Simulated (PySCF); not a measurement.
**Correlation energy of Cu²⁺ (copper, charge +2)**

[Ar] 3d8 4p1, one real determinant (an excited configuration). Computed with PySCF 2.14 in x2c-TZVPPall with one added diffuse shell each of s, p, d, f type (7s6p5d3f1g, 80 functions), with the spin-free X2C one-electron Hamiltonian (Gaussian nucleus). Frozen: [Ne]; 17 electrons correlated.

| level | correlation energy (mhartree) |
| --- | --- |
| CCSD | -536.64 |
| (T) | -8.71 |
| CCSD(T) | -545.35 |

Diagnostics: T1 = 0.0078, D1 = 0.0253, largest double amplitude 0.029.

Task: Is a single reference adequate?

Result: Yes: T1 lies below 0.03 and no double amplitude reaches 0.07.

The reference is one real determinant that mixes LS terms of this configuration.

This basis was not built for core-valence correlation, so the inner-shell part is incomplete.
